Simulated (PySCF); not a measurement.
Species: C5H10Si.
Bonds: C1–C2 (double), C2–C3, C3–C4 (double), C3–C5, C5–Si6. Hydrogens: H7, H8 on C1; H9 on C2; H10, H11 on C4; H12, H13 on C5; H14, H15, H16 on Si6.

The same species was optimised twice, with GFN2-xTB and with PBE0-D3(BJ)/def2-SVP (PySCF), and the same property calculations (PySCF, gas phase) were run on both structures.

| coordinate | GFN2-xTB | PBE0-D3(BJ)/def2-SVP | change |
| --- | --- | --- | --- |
| C5–Si6 (Å) | 1.910 | 1.897 | -0.013 |
| C1=C2 (Å) | 1.328 | 1.340 | +0.012 |
| C3=C4 (Å) | 1.335 | 1.346 | +0.011 |
| C2–C3 (Å) | 1.457 | 1.467 | +0.010 |
| C3–C5 (Å) | 1.494 | 1.502 | +0.008 |
| C3–C5–Si6 (°) | 111.6 | 113.5 | +1.9 |
| C4–C3–C5 (°) | 121.1 | 121.6 | +0.5 |
| C2–C3–C4 (°) | 119.5 | 119.1 | -0.4 |
| C1–C2–C3 (°) | 126.7 | 126.6 | -0.1 |
| C2–C3–C5 (°) | 119.3 | 119.2 | -0.1 |
| C1–C2–C3–C4 (°) | 179 | -179 | +2 |
| C2–C3–C5–Si6 (°) | 81 | 82 | +1 |

Rotational constants: A = 3619, B = 2129, C = 1520 MHz (GFN2-xTB) against A = 3605, B = 2072, C = 1485 MHz (PBE0-D3(BJ)/def2-SVP). Point groups within 0.08 Å: C1 and C1.

On the GFN2-xTB structure: HOMO (eV) -6.68 [PBE0/pcSseg-1]; LUMO (eV) -0.86 [PBE0/pcSseg-1]; dipole (D) 0.29 [PBE0/pcSseg-1]; GIAO shielding of C1 (ppm) 65.5 [PBE0/pcSseg-1]; GIAO shielding of C2 (ppm) 41.4 [PBE0/pcSseg-1]; GIAO shielding of C3 (ppm) 34.6 [PBE0/pcSseg-1]; GIAO shielding of C4 (ppm) 63.2 [PBE0/pcSseg-1]; GIAO shielding of C5 (ppm) 170.5 [PBE0/pcSseg-1]; GIAO shielding of Si6 (ppm) 413.7 [PBE0/pcSseg-1].

Question: What do these properties become on the PBE0-D3(BJ)/def2-SVP structure?

Answer: 
```csv
property,level,on GFN2-xTB,on PBE0-D3(BJ)/def2-SVP,change
HOMO (eV),PBE0/pcSseg-1,-6.68,-6.69,-0.01
LUMO (eV),PBE0/pcSseg-1,-0.86,-0.93,-0.07
dipole (D),PBE0/pcSseg-1,0.29,0.44,+0.15
"energy, GFN2-xTB geometry as zero (kcal/mol)",PBE0/pcSseg-1,0.0,-1.0,-1.0
GIAO shielding of C1 (ppm),PBE0/pcSseg-1,65.5,62.6,-2.9
GIAO shielding of C2 (ppm),PBE0/pcSseg-1,41.4,38.3,-3.1
GIAO shielding of C3 (ppm),PBE0/pcSseg-1,34.6,32.9,-1.7
GIAO shielding of C4 (ppm),PBE0/pcSseg-1,63.2,59.6,-3.6
GIAO shielding of C5 (ppm),PBE0/pcSseg-1,170.5,170.1,-0.4
GIAO shielding of Si6 (ppm),PBE0/pcSseg-1,413.7,411.4,-2.3
```

The heavy atoms differ by 0.025 Å rms after alignment. Among bonds between heavy atoms C1=C2 and C5–Si6 change most and about equally (-0.013 to +0.012 Å). Changes are differences of the printed values. Neither structure is proved a minimum here.

Shape of the structure used: `[CH2:1]=[CH:2][C:3](=[CH2:4])[CH2:5][SiH3:6]`: C1–C2–C3–C4 -179°, C2–C3–C5–Si6 82°.
